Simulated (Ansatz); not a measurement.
Calculated with Ansatz (gas phase, PBE0-D4/def2-TZVP geometries, no zero-point term in ΔE). CCSD(T)/CBS is the MP2 limit (def2-TZVPP, def2-QZVPP) plus CCSD(T) − MP2 in def2-TZVPP, frozen cores. Functionals use def2-TZVPP. HSE06 is defined as in plane-wave codes. Elements past krypton have def2 core potentials. For Ge, Sn outer-core shells are correlated without core-valence functions, which leaves a few kJ/mol of doubt a bond. Scalar relativity is left out up to krypton. Each species was taken in one conformer, which may not be the lowest.

Consider the ligand exchange at the Si–O bond: `[F][Ge]([F])([F])[O][SiH3]` + `[OH][Sn][F]` → `[F][Sn][O][SiH3]` + `[OH][Ge]([F])([F])[F]`.

```json
{"level": "BHLYP-D4", "ΔE (kJ/mol)": "-16.0"}
{"level": "ωB97M-V", "ΔE (kJ/mol)": "-15.6"}
{"level": "revPBE", "ΔE (kJ/mol)": "-14.4"}
{"level": "r2SCAN", "ΔE (kJ/mol)": "-14.3"}
{"level": "HSE06", "ΔE (kJ/mol)": "-15.1"}
{"level": "HF/def2-SVP", "ΔE (kJ/mol)": "-22.2"}
{"level": "CCSD(T)/def2-SVP", "ΔE (kJ/mol)": "-21.1"}
{"level": "HF/CBS(def2)", "ΔE (kJ/mol)": "-12.8"}
```

(1) What does CCSD(T)/CBS give? (Estimate.)

Largest T1 diagnostic among the species: 0.018.

## Answers

(1) Ansatz gave: -13.3 kJ/mol. The listed levels differ from it by -2.7, -2.3, -1.1, -1.0, -1.8, -8.9, -7.8, 0.5 kJ/mol.

At CCSD(T), def2-SVP lies −7.8 kJ/mol from the extrapolated value and def2-TZVPP −1.6 kJ/mol. Leaving LDA and LC-ωPBE aside and taking each functional with its dispersion term where it has one, the values, not all of them listed here, spread over 3.8 kJ/mol, from B97M-V to r2SCAN-D4.

CCSD(T)/CBS has its own doubt, a few kJ/mol and more with outer-core shells, so smaller differences from it don't rank the levels.
